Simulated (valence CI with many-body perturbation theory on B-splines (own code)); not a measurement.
Level structure of Mn¹²⁺

Level of theory: configuration interaction combined with many-body perturbation theory (CI+MBPT): three valence electrons over a frozen Dirac-Fock core [Ne], a basis of 11 s, 11 p, 9 d, 7 f, 5 g, 2 h, 1 i functions for each j, with the one-electron correlation potential Σ1 (screened to all orders), the two-electron term Σ2, the three-electron term Σ3, Breit, model QED; selected single and double excitations, second order for the rest, scaled by the run's own slope (own B-spline code, finite nucleus).

No measured levels were compared; by estimate levels of excited configurations hold to 0.05 to 0.15 % of their energy, terms of the ground configuration to about 0.5 %.

Levels 1 to 45 of 66, with energies above the lowest level, 3s2 3p 2P°_1/2. "Leading %" is the weight of the configuration and term that name the level; weights of strongly mixed levels are sums over their largest components and can fall short. Lifetimes count E1, E2, E3, M1 and M2 decay at the calculated energies, and are blank where another channel may lead or the interval is too uncertain; long ones can be off by a factor of two.

```
No.  Configuration  Term    J  E (cm⁻¹)  Leading %      g  Lifetime   Second component
  1         3s2 3p   2P°  1/2         0         97  0.665                             
  2         3s2 3p   2P°  3/2     15314         97  1.333   30.8 ms                   
  3         3s 3p2    4P  1/2    208380         99  2.663   40.8 ns                   
  4         3s 3p2    4P  3/2    214500         99  1.732    210 ns                   
  5         3s 3p2    4P  5/2    222420         98  1.594   56.5 ns                   
  6         3s 3p2    2D  3/2    276540         87  0.803    465 ps     11 % 3s2 3d 2D
  7         3s 3p2    2D  5/2    278150         86  1.206    573 ps     11 % 3s2 3d 2D
  8         3s 3p2    2S  1/2    339250         80  1.778   62.3 ps     16 % 3s 3p2 2P
  9         3s 3p2    2P  1/2    360680         80  0.895   31.4 ps     17 % 3s 3p2 2S
 10         3s 3p2    2P  3/2    367740         96  1.330   27.5 ps                   
 11         3s2 3d    2D  3/2    440710         86  0.799   25.2 ps     11 % 3s 3p2 2D
 12         3s2 3d    2D  5/2    442220         86  1.200   27.4 ps     11 % 3s 3p2 2D
 13            3p3   2D°  3/2    534520         65  0.839    241 ps  28 % 3s 3p 3d 2D°
 14            3p3   2D°  5/2    537290         69  1.199    279 ps  30 % 3s 3p 3d 2D°
 15            3p3   4S°  3/2    546380         94  1.954   32.3 ps                   
 16            3p3   2P°  1/2    595900         80  0.665   69.4 ps  18 % 3s 3p 3d 2P°
 17       3s 3p 3d   4F°  3/2    596530         93  0.456   1.02 ns        4 % 3p3 2P°
 18            3p3   2P°  3/2    598370         69  1.286   74.4 ps  17 % 3s 3p 3d 2P°
 19       3s 3p 3d   4F°  5/2    599880         99  1.030   4.22 ns                   
 20       3s 3p 3d   4F°  7/2    604670         99  1.239   4.73 ns                   
 21       3s 3p 3d   4F°  9/2    611310        100  1.333                             
 22       3s 3p 3d   4P°  5/2    642170         68  1.519   38.0 ps  27 % 3s 3p 3d 4D°
 23       3s 3p 3d   4D°  3/2    644260         57  1.415   31.3 ps  41 % 3s 3p 3d 4P°
 24       3s 3p 3d   4D°  1/2    645680         85  0.368   27.0 ps  14 % 3s 3p 3d 4P°
 25       3s 3p 3d   4D°  7/2    653030         99  1.427   26.9 ps                   
 26       3s 3p 3d   4P°  1/2    653050         86  2.299   38.8 ps  14 % 3s 3p 3d 4D°
 27       3s 3p 3d   4P°  3/2    653510         57  1.504   33.5 ps  42 % 3s 3p 3d 4D°
 28       3s 3p 3d   4D°  5/2    653600         72  1.427   29.3 ps  26 % 3s 3p 3d 4P°
 29       3s 3p 3d   2D°  3/2    666420         79  0.811   31.0 ps       17 % 3p3 2D°
 30       3s 3p 3d   2D°  5/2    666860         76  1.218   31.8 ps       16 % 3p3 2D°
 31       3s 3p 3d   2F°  5/2    693780         97  0.861   63.6 ps                   
 32       3s 3p 3d   2F°  7/2    705890         99  1.142   60.1 ps                   
 33       3s 3p 3d   2P°  3/2    752380         79  1.306   21.4 ps       14 % 3p3 2P°
 34       3s 3p 3d   2P°  1/2    758650         86  0.665   23.6 ps       12 % 3p3 2P°
 35       3s 3p 3d   2F°  7/2    761030         97  1.143   21.1 ps                   
 36       3s 3p 3d   2F°  5/2    763590         97  0.859   20.6 ps                   
 37       3s 3p 3d   2P°  1/2    781860         91  0.664   17.6 ps        4 % 3p3 2P°
 38       3s 3p 3d   2P°  3/2    783030         59  1.129   17.0 ps  32 % 3s 3p 3d 2D°
 39       3s 3p 3d   2D°  3/2    785610         47  1.029   15.1 ps  37 % 3s 3p 3d 2P°
 40       3s 3p 3d   2D°  5/2    786620         84  1.197   14.0 ps       12 % 3p3 2D°
 41         3p2 3d    2F  5/2    892690         87  0.862    191 ps     11 % 3s 3d2 2F
 42         3p2 3d    2F  7/2    898350         82  1.152    162 ps     12 % 3s 3d2 2F
 43         3p2 3d    4F  3/2    899030         96  0.423   69.5 ps                   
 44         3p2 3d    4F  5/2    902730         94  1.041   69.0 ps                   
 45         3p2 3d    4F  7/2    907730         93  1.243   68.5 ps      5 % 3p2 3d 4D
```

Names give the largest LS component (configuration and term), which can be under half, so a name can repeat, a term be missing and a line seem to break the LS rules; names also repeat where a configuration has a term twice.

Where two levels of one J and parity lie close, their mixing, g and order are uncertain.

The ionisation energy to 3s2 1S_0 of the next ion comes out as 343.65 eV (NIST: 343.6 ± 0.7 eV (semi-empirical)). All 66 levels together are meant to be complete up to 1043200 cm⁻¹.
